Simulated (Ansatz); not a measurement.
A geometry relaxed with B3LYP-D3(BJ)/def2-TZVP (Ansatz, a quantum-chemistry and plane-wave program), charge 0, multiplicity 1:

```xyz
9

H     -1.2834     0.6348     0.5409
C     -1.1277    -0.1529    -0.2005
H     -1.9769    -0.8305    -0.1949
H      1.9751    -1.0462     0.4408
C      1.2089    -0.3199     0.1827
N      1.5074     0.8892    -0.0097
H     -1.0234     0.2945    -1.1922
O      0.0100    -0.9458     0.1258
H      0.7100     1.4768    -0.2446
```

**Question.** Write the SMILES of this molecule.

**Answer.** `[H]/N=C\OC`
